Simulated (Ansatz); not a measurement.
Ge(F)2(SH)2 (F2GeH2S2), SMILES [F][Ge]([F])([SH])[SH].

Geometry: ωB97X-D3(BJ)/def2-SVP. The structure was generated by enumeration, and PubChem lists no compound with its InChIKey, so it may never have been made. Other conformers were not sampled.

Two levels are set side by side: PBE/def2-SVPD (Ansatz, a quantum-chemistry and plane-wave program) and PBE0/def2-SVPD (Ansatz). Energy differences of separate SCF runs at the same geometry; the states with an electron removed or added have multiplicity 2 and 2. Differences are taken from unrounded values.

```csv
quantity,PBE0
vertical ionisation energy (eV),10.47
vertical singlet–triplet gap (eV),5.12
```

Question: What does PBE give, and how far is it from PBE0? (An estimate is asked for; the answer gives what the named calculation found.)

Answer: 
```
quantity                             PBE  PBE minus PBE0
---------------------------------  -----  --------------
vertical ionisation energy (eV)    10.06           -0.40
vertical singlet–triplet gap (eV)   4.65           -0.48
```
